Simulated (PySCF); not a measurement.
**Worked example: chemical shift, span and skew from a shielding tensor**

Si(Br)(SiH3) (BrH₃Si₂), SMILES [SiH3][Si]Br (connectivity only; charge and spin as stated), neutral, multiplicity 1. Atoms are numbered in the order given.

```xyz
6

Si     1.2561    -0.4453     0.0000
Br    -0.2472     1.2570     0.0000
Si    -0.4576    -2.1587     0.0000
H      0.1091    -3.5453     0.0000
H     -1.3181    -1.9965    -1.2162
H     -1.3181    -1.9965     1.2162
```
Charge 0, spin multiplicity 1.

The structure is a stationary point at r2SCAN-D4/def2-SVP.

GIAO shieldings from PySCF with PBE0/pcSseg-1, non-relativistic, no solvent. The symmetric part of the tensor of Si1 has the principal values -2315.5, -38.1, 275.5 ppm. The same nucleus in TMS has σ = 352.7 ppm at this level (PySCF, at its B3LYP-D3(BJ)/def2-TZVP geometry). Without spin–orbit terms, shifts of atoms bonded to Cl or Br come out too high.

**Question.** Work out the isotropic shielding, the ²⁹Si shift against TMS, the span and the skew.

**Answer.** 
σ(iso) = (σ11 + σ22 + σ33)/3 = -692.7 ppm. δ = σ(ref) − σ(iso) = 352.7 − (-692.7) = 1045.4 ppm.
Span Ω = σ33 − σ11 = 2591.0 ppm. Skew κ = 3(σ(iso) − σ22)/Ω = -0.76. Tumbling in solution averages the tensor to δ; in a static solid the shielding alone would spread this spin-1/2 line over Ω.
